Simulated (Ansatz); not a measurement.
One change: `[SiH3][Ga]1[O]C[O]1` becomes `[SiH3]B1OCO1`.

Ansatz, PBE0-D4/def2-TZVP geometries, multiplicity 1. 

Scalar relativity is left out up to krypton.

| property | `[SiH3][Ga]1[O]C[O]1` |
| --- | --- |
| HOMO–LUMO gap (B3LYP/def2-TZVPP) / eV | 5.48 |
| HOMO energy (B3LYP/def2-TZVPP) / eV | -7.21 |
| size of the dipole moment (ωB97M-V/def2-TZVPP) / D | 3.23 |
| HOMO–LUMO gap (PBE/def2-TZVPP) / eV | 3.84 |
| size of the dipole moment (B3LYP/def2-TZVPP) / D | 3.03 |
| HOMO energy (PBE/def2-TZVPP) / eV | -6.05 |

(1) Give the same properties after the change, and the shifts. (Estimate.)

## Answers

(1) The calculation gave: 
```json
{"property": "HOMO–LUMO gap (B3LYP/def2-TZVPP) / eV", "`[SiH3]B1OCO1`": "7.87", "shift": "2.39"}
{"property": "HOMO energy (B3LYP/def2-TZVPP) / eV", "`[SiH3]B1OCO1`": "-8.68", "shift": "-1.47"}
{"property": "size of the dipole moment (ωB97M-V/def2-TZVPP) / D", "`[SiH3]B1OCO1`": "1.21", "shift": "-2.02"}
{"property": "HOMO–LUMO gap (PBE/def2-TZVPP) / eV", "`[SiH3]B1OCO1`": "6.07", "shift": "2.23"}
{"property": "size of the dipole moment (B3LYP/def2-TZVPP) / D", "`[SiH3]B1OCO1`": "1.24", "shift": "-1.79"}
{"property": "HOMO energy (PBE/def2-TZVPP) / eV", "`[SiH3]B1OCO1`": "-7.57", "shift": "-1.52"}
```

With PBE0 the HOMO falls by 1.48 eV and the LUMO rises by 0.91 eV, so the gap widens by about 2.39 eV. PBE moves the HOMO by -1.52 eV and ωB97M-V by -1.31 eV. Dipoles are sizes alone; their direction can turn.

Positive LUMOs are unbound, so they and the gaps depend on the basis.

B3LYP here is the variant with VWN-RPA as its local correlation; programs differ in this.
